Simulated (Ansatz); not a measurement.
Isomers of C₂H₆O₂Si, relaxed with PBE0-D4/def2-TZVP in Ansatz; electronic energies, one conformer each and not always the lowest. Functionals use def2-TZVPP; CBS adds triple-zeta CCSD(T) − MP2 to the MP2 limit of def2-TZVPP and def2-QZVPP.

(1) Order them by energy at frozen-core CCSD(T)/CBS, lowest first. (Best estimate.)
A. `[SiH3]OC1CO1`
B. `CC(=O)O[SiH3]`
C. `C1OC[SiH2]O1`
D. `O[SiH]1CCO1`

(2) How do B3LYP-D4, MP2/CBS(def2), PBE-D4, ωB97M-V place them (kcal/mol, against `O[SiH]1CCO1`)? (Estimate.)

## Answers

(1) D (0.0 kcal/mol), B (18.6 kcal/mol), C (41.5 kcal/mol), A (62.5 kcal/mol).

(2) The calculation gave: 
```
         isomer  B3LYP-D4  MP2/CBS(def2)  PBE-D4  ωB97M-V
 `C1OC[SiH2]O1`      38.6           44.4    38.1     40.6
`CC(=O)O[SiH3]`      13.2           21.1    14.5     17.3
 `[SiH3]OC1CO1`      58.9           64.9    57.6     61.2
```

B3LYP here is the variant with VWN-RPA as its local correlation; programs differ in this.
